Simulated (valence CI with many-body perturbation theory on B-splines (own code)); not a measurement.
**Dy XLV: one-electron terms**

Calculated by relativistic CI+MBPT: four valence electrons over a frozen Dirac-Fock core [Ar], radial functions for each j: 9 s, 9 p, 10 d, 8 f, 5 g, 3 h, 1 i, with the one-electron correlation potential Σ1 (screened to all orders), the two-electron term Σ2, the three-electron term Σ3, Breit, model QED; selected single and double excitations, second order for the rest (own B-spline code, finite nucleus).

No measured spectrum was set against this ion. As an estimate, large intervals hold to a few tenths of a per cent, small ones and those within an open d or f shell to about a per cent. The list stops below the first excitations out of the core. Only levels of the ground parity were solved; by the run's estimate the other parity begins above the list, which can be wrong where configurations are misplaced.

These are the spectroscopic orbitals of the CI (the correlating ones are not listed), shaped by the core and the other valence electrons. h is the expectation value of the core's Dirac-Fock operator, without the valence repulsion; Σ1 is computed up to l = 3 at one energy for each symmetry, that of its lowest orbital but kept below the first core excitation, so for empty shells it is not the orbital's own correlation shift; Breit and QED include the response of the core.

```tsv
Orbital	h (hartree)	Σ1 (cm⁻¹)	Breit (cm⁻¹)	QED (cm⁻¹)	⟨r⟩ (bohr)
4s1/2	-86.996	-7983	9942	7534	0.4313
5s1/2	-53.404	-3066	4805	3713	0.7015
6s1/2	-36.121	-1540	2635	2074	1.040
4p1/2	-84.39	-10700	15857	65.1	0.4254
5p1/2	-52.112	-3889	7833	40.7	0.7000
6p1/2	-35.391	-1914	4355	25.0	1.043
4p3/2	-81.646	-10013	9517	791	0.4410
5p3/2	-50.779	-3783	4734	402	0.7192
6p3/2	-34.643	-1888	2841	229	1.066
3d3/2	-145.88	-21787	20392	-1554	0.1922
4d3/2	-77.988	-10539	7601	-444	0.4174
5d3/2	-49.014	-4052	3703	-203	0.7053
3d5/2	-144.19	-20167	10669	-595	0.1956
4d5/2	-77.358	-10092	3994	-112	0.4216
5d5/2	-48.7	-3846	1924	-40.7	0.7104
4f5/2	-74.042	-26223	1050	-301	0.3764
5f5/2	-47.172	-10349	461	-142	0.6722
4f7/2	-73.816	-21587	-98.5	-164	0.3782
5f7/2	-47.051	-8512	-3.6	-72.0	0.6744
5g7/2	-46.158		88.2	-39.8	0.6043
5g9/2	-46.102		-38.9	-5.8	0.6054
```

Among the shells of the start configuration 3d4, Σ1 is largest in size for 3d3/2, where it is 0.068 % of h.

Lowest root of each symmetry, sizes in configuration state functions:

| J | Parity | Roots | Reference | Variational | Second order | Change by selected CI (cm⁻¹) | Change by second order (cm⁻¹) |
| --- | --- | --- | --- | --- | --- | --- | --- |
| 0 | even | 5 | 19 | 7104 | 14314 | -12584 | 0 |
| 1 | even | 4 | 43 | 17035 | 30718 | -10510 | -2 |
| 2 | even | 8 | 61 | 25135 | 45694 | -11770 | -6 |
| 3 | even | 6 | 57 | 24248 | 57941 | -12391 | -17 |
| 4 | even | 7 | 48 | 24890 | 58003 | -12190 | -21 |
| 5 | even | 2 | 29 | 22341 | 10614 | -11193 | -9 |
| 6 | even | 2 | 15 | 18920 | 7472 | -11524 | -6 |
